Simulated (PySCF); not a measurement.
**Computed properties of B(CF3)(F)(H) (CHBF₄), SMILES C(F)(F)(BF)F**

B(CF3)(F)(H) (CHBF4), SMILES FBC(F)(F)F. Coordinates come from a B3LYP-D3(BJ)/def2-SVP optimisation. Other conformers were not sampled. All values are computed for the isolated molecule unless a solvent is named; none is compared with measurement here.

**Structure.** All 15 harmonic modes at B3LYP-D3(BJ)/def2-SVP (PySCF) are real, so it is a minimum. With heavy atoms numbered as in [BH:1]([C:2]([F:3])([F:4])[F:5])[F:6], the shortest bond between them is B1–F6 at 1.310 Å and the longest B1–C2 at 1.610 Å.

**Vibrations.** The strongest infrared lines (harmonic, unscaled, degenerate partners summed) lie at 1198 cm⁻¹ (287 km/mol, C 67 %, F 24 %), 1142 cm⁻¹ (229 km/mol, C 72 %, F 26 %), 1278 cm⁻¹ (148 km/mol, C 52 %, F 24 %, B 21 %). The softest mode is at 42 cm⁻¹ and the zero-point energy is 18.8 kcal/mol.

**Electronic structure.** ωB97X/def2-TZVP (PySCF) places the frontier levels at -12.41 and 0.44 eV, a gap of 12.85 eV, and gives a dipole moment of 1.54 D and a mean polarisability of 27.5 bohr³.

**Excitations.** TDA-ωB97X/def2-SVPD (PySCF) has S1 at 6.35 eV (195 nm, f = 0.000, dark); the most intense of the 10 singlets computed lies at 9.26 eV (f = 0.07). T1 (TDA) is at 5.73 eV, 0.62 eV under S1. No vertical singlet excitation falls in the visible range (under 3.1 eV).

**NMR.** GIAO shifts at PBE0/pcSseg-1 (PySCF) (non-relativistic, atoms alike by connectivity averaged): ¹³C at 129.8 ppm against TMS; ¹H at 5.4 ppm against TMS; ¹⁹F from -95.2 to -12.6 ppm against CFCl3; ¹¹B at 32.1 ppm against BF3.
